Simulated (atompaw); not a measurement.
**What one change does to a pseudopotential (copper, PAW (atompaw))**

```
Element                 : Cu
Generator               : atompaw 4.2.0.5
Type                    : PAW
Functional              : LDA (PW92)
Relativity              : scalar-relativistic
Frozen core             : [Ar]
Valence charge          : 11
Reference configuration : 3d10 4s1 4p0
Partial waves           : 4s (bound): rc 3.00 bohr; 4s channel at 1.35 Ry: rc 2.20 bohr; 4p (bound, empty): rc 3.00 bohr; 4p channel at 1.85 Ry: rc 3.00 bohr; 3d (bound): rc 1.55 bohr; 3d channel at 0.1 Ry: rc 1.55 bohr
Local potential         : troulliermartins scheme with l = 3 at 0.5 Ry, radius 2.50 bohr
Core correction         : smooth core density matched at 2.90 bohr
Augmentation charge     : sinc compensation charge, radius 2.75 bohr; PAW radius 3.00 bohr; waves and projectors: custom polynom2 7 10 vanderbiltortho
```

Change: augmentation sinc compensation charge, radius 2.75 bohr; PAW radius 3.00 bohr; waves and projectors: custom rrkj vanderbiltortho.

Cutoffs: the cutoffs (Ry, on a coarse ladder) from which the occupation-weighted sum of valence levels, in a spherical-Bessel basis at the reference potential, stays within 10 and 1 mRy of its value at 400 Ry; they do not see the model core or the augmentation charge, which bear on the density cutoff.

Question: What does the change do?

Answer: The potential gets softer (160 Ry and 300 Ry → 45 Ry and 80 Ry); neither file shows a bound ghost.

```tsv
quantity	base	changed
cutoff, loose	160 Ry	45 Ry
cutoff, tight	300 Ry	80 Ry
loose cutoff by channel (10 mRy a level)	s 6 Ry, d 25 Ry	s 6 Ry, d 40 Ry
bound ghosts	none	none
s: phases at 3.02 bohr within 0.05 rad from the reference energy up to (Ry; the scan ends near 5)	2.6	2.5
p: phases at 3.02 bohr within 0.05 rad from the reference energy up to (Ry; the scan ends near 5)	3.1	3.2
d: phases at 3.02 bohr within 0.05 rad from the reference energy up to (Ry; the scan ends near 5)	4.8	to the end of the scan
lowest overlap eigenvalue by channel	s 0.55, p 0.84, d 0.97	s 0.66, p 0.59, d 1.00
```

 The cutoffs see the waves, projectors and local potential, not the compensation charge or the core.
